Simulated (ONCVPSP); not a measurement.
# Transferability test, ONCV potential for Hf

ONCVPSP 4.0.1 input, shortened (lines: element, Z, core and valence counts, functional; n l f; lmax; l rc ep ncon nbas qcut; lloc lpopt rc5 dvloc0; l nproj debl; icmod fcfact rcfact), PBE, scalar-relativistic:

```
  Hf 72.00   10    5        4      upf
    1    0    2.00
    2    0    2.00
    2    1    6.00
    3    0    2.00
    3    1    6.00
    3    2   10.00
    4    0    2.00
    4    1    6.00
    4    2   10.00
    4    3   14.00
    5    0    2.00
    5    1    6.00
    5    2    2.00
    6    0    1.00
    6    1    1.00
    2
    0    1.75    0.00    4    7    6.00
    1    2.10    0.00    4    8    7.40
    2    2.70    0.00    4    8    5.90
    4    5    1.65    0.00
    0    2    2.30
    1    2    1.60
    2    2    3.60
    3    3.00    1.05
```

Energies are relative to the spin-unpolarised reference configuration 5s2 5p6 5d2 6s1 6p1; without spin polarisation the order of configurations can differ from experiment.

| valence configuration | charge | ΔE all-electron (eV) | error AE − PS (meV) |
| --- | --- | --- | --- |
| 5s2 5p6 5d2 6s2 6p0 | 0 | -3.826 | +2.5 |
| 5s2 5p6 5d2 6s1 6p0 | +1 | 4.151 | 0.0 |
| 5s2 5p6 5d2 6s0 6p0 | +2 | 18.331 | +11 |
| 5s2 5p6 5d2 6s1.5 6p0 | +0.5 | -0.572 | +0.7 |
